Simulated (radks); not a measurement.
Values are calculated unless marked as measured or tabulated.
Spin polarisation of the 3d4 shell in the chromium ion Cr2+. Start: [Ar] 3d(up 2, down 2); electrons of 3d are moved from spin down to spin up, other shells keep equal spins. Code: a radial shooting solver on a logarithmic mesh with Libxc functionals. Model: scalar-relativistic Kohn-Sham, LDA (Slater exchange, Perdew-Wang correlation), spin-polarised, spherical densities, point nucleus.

moment (Bohr magnetons)  E - E(0) (eV)  e(3d up) (eV)  e(3d down) (eV)  3p down minus up (eV)
0                                0.000        -23.144          -23.144                  0.000
1                               -0.219        -23.548          -22.671                  0.962
2                               -0.877        -23.884          -22.127                  1.926
3                               -1.977        -24.152          -21.507                  2.893
4                               -3.523        -24.350          -20.806                  3.866

At moment 4 the spin-polarisation energy is -3.523 eV and the 3d exchange splitting 3.544 eV, that is 0.886 eV per Bohr magneton; E = -I m^2/4 would give I = 0.881 eV.
